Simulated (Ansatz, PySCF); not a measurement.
Energy difference R1 → P1, each structure at its B3LYP-D3(BJ)/def2-TZVP stationary point, reached from a drawn start; harmonic modes at that level show minima.
R1, C3H4 (SMILES C#CC) (charge 0, multiplicity 1):
| atom | x (Å) | y (Å) | z (Å) |
|---|---|---|---|
| C | -0.9378 | -0.0919 | -0.1248 |
| C | 0.4968 | 0.0487 | 0.0661 |
| C | 1.6803 | 0.1646 | 0.2235 |
| H | -1.1656 | -0.9655 | -0.7387 |
| H | -1.3529 | 0.7872 | -0.6219 |
| H | -1.4487 | -0.2103 | 0.8329 |
| H | 2.7280 | 0.2672 | 0.3629 |
P1, C3H4 (SMILES C1=CC1) (charge 0, multiplicity 1, Z-matrix in Å and degrees):
```
C
H 1 1.0889
H 1 1.0889 2 113.66
C 1 1.5050 2 119.65 3 150.53
C 4 1.2868 1 64.69 2 105.61
H 5 1.0750 4 149.73 1 180.00
H 4 1.0750 5 149.73 6 0.00
```

P less R. No zero-point or thermal terms.

Frozen-core correlation throughout. CBS: X⁻³ extrapolation of the correlation energy, Hartree–Fock from the larger set.

Programs: Ansatz (Gaussian orbitals); PySCF for the D3/D4 terms. All values are computed, each at the level named.

**Question.** Predict the reaction energy from BLYP-D4/def2-TZVPP.

**Answer.** 101 kJ/mol

**Question.** What reaction energy does B2PLYP-D4/def2-TZVPP give?

**Answer.** 102 kJ/mol

**Question.** Predict the reaction energy from CCSD(T)/CBS(cc-pVTZ, cc-pVQZ).

**Answer.** 98 kJ/mol

Ansatz is a quantum-chemistry and plane-wave program.
